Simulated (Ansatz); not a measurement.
`FB1CB1Cl` + H₂ → `FB1BC1` + HCl at 400 K and 1 bar (hydrogenolysis of a B–Cl bond).

Program: Ansatz. Geometries: PBE0-D4/def2-TZVP. ΔE: electronic, gas phase. CBS: MP2 limit from def2 TZ/QZ plus the TZ coupled-cluster correction, frozen cores. This one scheme is used for every species.

```json
{"species": "`FB1CB1Cl`", "CCSD(T)/CBS energy (Eh)": "-648.43422", "H − E (kJ/mol)": "119.8", "S (J/(mol·K))": "341.9"}
{"species": "H₂", "CCSD(T)/CBS energy (Eh)": "-1.17544", "H − E (kJ/mol)": "38.0", "S (J/(mol·K))": "139.0"}
{"species": "`FB1BC1`", "CCSD(T)/CBS energy (Eh)": "-189.21287", "H − E (kJ/mol)": "134.8", "S (J/(mol·K))": "316.0"}
{"species": "HCl", "CCSD(T)/CBS energy (Eh)": "-460.38127", "H − E (kJ/mol)": "29.6", "S (J/(mol·K))": "195.4"}
```

H − E and S are ideal-gas, rigid-rotor, harmonic terms from PBE0-D4/def2-TZVP, for one conformer and one mirror image of each species. The MP2-based limit puts H₂ 0.8 mEh under its directly extrapolated value; such offsets cancel only in part. 1 Eh = 2625.50 kJ/mol, R = 8.31446 J/(mol·K).

Problem. By hand: ΔE, ΔH, ΔS and ΔG.

Solution. ΔE = (-189.21287) + (-460.38127) − (-648.43422) − (-1.17544) = 0.01552 Eh = 40.7 kJ/mol. Δ(H − E) = 134.8 + 29.6 − 119.8 − 38.0 = 6.6, so ΔH = 47.3 kJ/mol. ΔS = 316.0 + 195.4 − 341.9 − 139.0 = 30.5 J/(mol·K). ΔG = 47.3 − 400 × (30.5)/1000 = 35.1 kJ/mol.

Problem. By hand: the equilibrium constant, and the temperature at which ΔG would vanish if ΔH and ΔS stayed fixed.

Solution. log₁₀ K = −ΔG/(RT ln 10) = -4.6. ΔG = 0 at ΔH/ΔS = 1551 K.

ΔH outweighs TΔS. A doubt of 5 kJ/mol in ΔE shifts log₁₀ K by 0.7 here. Other conformers and mirror images would add mixing entropy, several J/(mol·K) or more a flexible species. These are equilibria of isolated gas molecules and say nothing of rates. Largest T1 diagnostic: 0.013 (customary marks: 0.02 for closed shells, 0.045 for open ones).
